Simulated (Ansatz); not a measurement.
Compare A (`F[C]1([GeH3])O[SiH2]1`) with its isomer B (`F[Si]1([GeH3])CO1`).

Computed with Ansatz on PBE0-D4/def2-TZVP structures; ΔE is electronic, products minus reactants. CCSD(T)/CBS is the MP2 limit (def2-TZVPP, def2-QZVPP) plus CCSD(T) − MP2 in def2-TZVPP, frozen cores. Functionals use def2-TZVPP. For Ge outer-core shells are correlated without core-valence functions, which leaves a few kJ/mol of doubt a bond. Scalar relativity is left out up to krypton.

(1) Which isomer does CCSD(T)/CBS put lower? Give the gap. (Estimate.)

(2) Give E(B) − E(A) in kcal/mol with HF/def2-TZVPP, CCSD/def2-TZVPP, PBE0-D4, ωB97M-V, MP2/def2-TZVPP, r2SCAN-D4, CCSD(T)/def2-TZVPP. (Estimate.)

Largest T1 diagnostic: 0.015.

Results:

(1) Computed: B, by 59.4 kcal/mol.

(2) The calculation gave: HF/def2-TZVPP -60.3, CCSD/def2-TZVPP -59.2, PBE0-D4 -58.0, ωB97M-V -57.7, MP2/def2-TZVPP -60.0, r2SCAN-D4 -58.1, CCSD(T)/def2-TZVPP -58.3. None reverses the order clearly.

From PBE to PBE0 (25 % exact exchange), in def2-TZVPP and without D4, E(B) − E(A) moves by −2.2 kcal/mol.
